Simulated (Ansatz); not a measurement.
Sn₂Cl₄. The state is a singlet with charge 0. Geometry PBE-D4/def2-SVP.

| atom | x (Å) | y (Å) | z (Å) |
| --- | --- | --- | --- |
| Sn1 | -0.764 | 1.358 | -0.123 |
| Sn2 | 0.764 | -1.358 | 0.123 |
| Cl3 | -1.693 | -0.845 | 1.191 |
| Cl4 | -0.969 | -0.714 | -1.884 |
| Cl5 | 1.693 | 0.845 | -1.191 |
| Cl6 | 0.969 | 0.714 | 1.884 |

In the def2 sets Sn takes a core potential; there is no spin–orbit coupling. Another isomer (singlet) lies 1.05 eV lower at PBE0-D4/def2-TZVP; other spin states weren't run for this one.

(1) Estimate the orbital energies around the gap (eV) in Ansatz with PBE-D4/def2-TZVP, r2SCAN-D4/def2-TZVP, PBE0-D4/def2-TZVP, ωB97X-V/def2-TZVP, ωB97M-V/def2-TZVP.

Results:

(1) 
| orbital | PBE-D4/def2-TZVP | r2SCAN-D4/def2-TZVP | PBE0-D4/def2-TZVP | ωB97X-V/def2-TZVP | ωB97M-V/def2-TZVP |
| --- | --- | --- | --- | --- | --- |
| HOMO−9 | -8.68 | -9.09 | -10.06 | -12.59 | -12.44 |
| HOMO−8 | -8.68 | -9.09 | -10.06 | -12.50 | -12.34 |
| HOMO−7 | -8.44 | -8.84 | -9.98 | -12.50 | -12.34 |
| HOMO−6 | -7.97 | -8.31 | -9.07 | -11.38 | -11.22 |
| HOMO−5 | -7.75 | -8.15 | -9.02 | -11.18 | -11.09 |
| HOMO−4 | -7.31 | -7.70 | -8.54 | -10.89 | -10.73 |
| HOMO−3 | -7.10 | -7.48 | -8.49 | -10.89 | -10.73 |
| HOMO−2 | -7.10 | -7.48 | -8.49 | -10.78 | -10.62 |
| HOMO−1 | -6.95 | -7.28 | -8.02 | -10.21 | -10.06 |
| HOMO | -6.47 | -6.83 | -7.85 | -10.12 | -10.00 |
| LUMO | -3.19 | -3.09 | -2.54 | -0.65 | -0.76 |
| LUMO+1 | -2.59 | -2.44 | -1.93 | -0.10 | -0.29 |
| LUMO+2 | -2.59 | -2.44 | -1.93 | -0.10 | -0.29 |
| LUMO+3 | -2.22 | -2.11 | -1.53 | 0.20 | -0.02 |
| LUMO+4 | -2.22 | -2.11 | -1.53 | 0.37 | 0.22 |
| LUMO+5 | -2.13 | -1.87 | -1.48 | 0.37 | 0.22 |
